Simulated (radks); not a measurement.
These are the eigenvalues of the occupied orbitals of an atom or ion with whole-number occupations (hartree). Method: scalar-relativistic Kohn-Sham, r2SCAN, spin-polarised, spherical densities, finite nucleus; meta-GGA in the generalised Kohn-Sham scheme; Fermi nuclear charge, rms radius of each element as measured or else 0.836 A^(1/3) + 0.57 fm; computed with a radial shooting solver on a logarithmic mesh with Libxc functionals.

| orbital | eigenvalue |
|---|---|
| 1s up | -3168.943 |
| 1s down | -3168.943 |
| 2s up | -582.2152 |
| 2s down | -582.2098 |
| 2p up | -503.5965 |
| 2p down | -503.5901 |
| 3s up | -155.3929 |
| 3s down | -155.0248 |
| 3p up | -132.6630 |
| 3p down | -132.2877 |
| 3d up | -109.0357 |
| 3d down | -108.7496 |
| 4s up | -49.78453 |
| 4s down | -49.23414 |
| 4p up | -42.04553 |
| 4p down | -41.52117 |
| 4d up | -33.04380 |
| 4d down | -32.52289 |
| 4f up | -23.33020 |
| 5s up | -20.25417 |
| 5s down | -20.09536 |
| 5p up | -17.53091 |
| 5p down | -17.40818 |
| 6s up | -10.74811 |
| 6s down | -10.67726 |

Which element is it, and in what charge state? The configuration may be excited. Open shells, if any, are filled with parallel spins first.

Answer. Z = 81, thallium, charge +18: Tl18+ in [Xe] 4f7 6s2. The list shows which subshells hold electrons but not how many an open one holds; the 1s level, -3168.9 hartree, gives Z - s = 79.6 by -(Z - s)^2/2, which with screening and relativity narrows Z to a few neighbours, and the depths of the outer levels then fix element, charge and occupations together.
